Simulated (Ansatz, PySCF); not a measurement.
Pair of molecules: CH3F (SMILES CF) (first 5 atoms) with CH6Si (SMILES C[SiH3]); geometry from B3LYP-D3(BJ)/def2-TZVP, rigid monomers moved along the line of their centres of mass till F2···Si7 is 3.77 Å.
(charge 0, multiplicity 1):
```xyz
13

C     -0.682     0.493    -0.302
F      0.316    -0.271     0.299
H     -0.489     0.532    -1.374
H     -1.645     0.023    -0.105
H     -0.657     1.495     0.126
C      1.099    -1.000     4.021
Si    -0.305     0.240     3.982
H      1.964    -0.591     4.546
H      1.402    -1.256     3.005
H      0.795    -1.915     4.532
H     -0.725     0.596     5.361
H     -1.489    -0.310     3.277
H      0.101     1.492     3.297
```

Counterpoise-corrected where a basis set is named; no monomer relaxation.

Frozen-core correlation.

Codes used: Ansatz (a first-principles code); PySCF for the dispersion terms. Values without a source in brackets are computed.

PBE/def2-TZVPPD gives -0.94 kcal/mol for the interaction energy.

Question: Where do these levels fall relative to PBE: PBE-D3(BJ)/def2-TZVPPD, r2SCAN/def2-TZVPPD, PBE0/def2-TZVPPD, wB97M-V/def2-TZVPPD, MP2/aug-cc-pV(D+d)Z, CCSD(T)/aug-cc-pV(D+d)Z.

Answer: PBE-D3(BJ)/def2-TZVPPD -0.73; r2SCAN/def2-TZVPPD -0.24; PBE0/def2-TZVPPD 0.06; wB97M-V/def2-TZVPPD -0.60; MP2/aug-cc-pV(D+d)Z -0.46; CCSD(T)/aug-cc-pV(D+d)Z -0.50 kcal/mol. 1 of 6 lie above PBE; the widest gap is to PBE-D3(BJ)/def2-TZVPPD.
